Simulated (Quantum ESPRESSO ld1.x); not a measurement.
The lead ion Pb64+, configuration [Ar].

Calculated with ld1.x of Quantum ESPRESSO 7.5: Dirac Kohn-Sham, PBE, spin-unpolarised, spherical densities, point nucleus.

Energy parts (hartree):
| part | energy |
|---|---|
| total | -16366.23 |
| kinetic | 19694.80 |
| electron-nucleus | -37561.84 |
| Hartree | 1706.12 |
| exchange-correlation | -205.31 |

Orbitals (lengths in bohr, moments of r in powers of bohr):
orbital,occ.,eigenvalue (hartree),<1/r>
1s1/2,2,-3420.9717,101.5
2s1/2,2,-760.4813,25.30
2p1/2,2,-739.2521,25.17
2p3/2,4,-657.4903,20.14
3s1/2,2,-297.9101,9.957
3p1/2,2,-289.8389,9.863
3p3/2,4,-268.4900,8.499
3d3/2,0,-257.6898,8.364
3d5/2,0,-252.8234,8.060
4s1/2,0,-156.2003,5.147

The highest occupied level is 3p3/2 at -7306.0 eV. For comparison, the ionisation energy in NIST's Atomic Spectra Database is 7362 eV (theoretical). In exact Kohn-Sham theory the highest level is minus the ionisation energy, but local and semilocal functionals leave it too shallow, through self-interaction and a potential that decays too fast; potentials with the right tail come closer. Summed over all electrons, <r^2> = 0.2816 bohr^2, which gives a Langevin (diamagnetic) susceptibility term of -0.223 x 10^-6 cm^3/mol. The density falls to 0.001 e/bohr^3 at r = 0.52 bohr.
